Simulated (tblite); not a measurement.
Start geometry of `C1=C[SiH2]C=C1c1ncccc1` from a force field or distance geometry (Å):
```
atom  x, y, z in Å
C1     2.8706   -1.3213    0.0509
C2     1.5465   -1.3649   -0.0097
C3     0.8461   -0.1525    0.0272
C4    -0.6542   -0.0772   -0.0383
C5    -1.2821    1.1394    0.0049
C6    -2.6825    1.1859   -0.0560
C7    -3.4337    0.0373   -0.1336
C8    -2.7403   -1.1528   -0.1492
N9    -1.4085   -1.1730   -0.1025
C10    1.5281    0.9626    0.1009
Si11   3.3270    0.4683    0.1423
H12    3.5434   -2.1574    0.0445
H13    1.0443   -2.3634   -0.0503
H14   -0.7818    2.0858    0.0529
H15   -3.1620    2.1535   -0.0296
H16   -4.5178    0.0904   -0.1561
H17   -3.2689   -2.1097   -0.2097
H18    1.2352    1.9910    0.1284
H19    3.9568    0.8217    1.4134
H20    4.0288    0.9470   -1.0334
```

Task: What comes out of this run: tblite 0.8.0, GFN2-xTB geometry optimisation, gas phase?

Result: 
```
atom  x, y, z in Å
C1     2.7867   -1.3455    0.0466
C2     1.4516   -1.3448   -0.0038
C3     0.7936   -0.0330    0.0289
C4    -0.6685    0.0232   -0.0234
C5    -1.3802    1.2280   -0.0016
C6    -2.7605    1.1961   -0.0548
C7    -3.4036   -0.0302   -0.1287
C8    -2.6158   -1.1712   -0.1455
N9    -1.3004   -1.1502   -0.0946
C10    1.6326    1.0206    0.1060
Si11   3.4195    0.4247    0.1466
H12    3.3603   -2.2572    0.0276
H13    0.8304   -2.2247   -0.0658
H14   -0.8607    2.1713    0.0556
H15   -3.3295    2.1152   -0.0389
H16   -4.4792   -0.0989   -0.1722
H17   -3.0620   -2.1564   -0.2026
H18    1.2903    2.0407    0.1385
H19    4.0992    0.7519    1.4011
H20    4.1911    0.8511   -1.0221
```

The energy falls by 0.500 eV over 37 L-BFGS steps, the largest force on an atom goes from 4.05 to 0.009 eV/Å, and the atoms move by 0.146 Å rms after alignment. The bond that changes most is C2–C3 (alkene CH carbon to fully substituted alkene carbon), which lengthens by 0.067 Å. Bonds longer at the end by more than 0.005 Å: 11 of 21; shorter: 6. Among the angles that change most is C3–C10–H18, from 132.7° to 123.0°. Rotational constants go from 3148, 541.3, 464.5 to 3091, 538.5, 461.1 MHz. The orientation of the end geometry is arbitrary; only internal coordinates are fixed.

Time: 0.67 s wall. Hardware: one thread, Arm Neoverse N1 (aarch64), shared host with 64 logical CPUs at a one-minute load of 64.

GFN2-xTB frequencies show an imaginary mode (28i cm⁻¹), so the point is no minimum at that level. 3 starts were optimised and ended at 0.00, 0.49 and 0.69 kcal/mol (GFN2-xTB); the lowest of these is shown.

All values are computed, not measured.
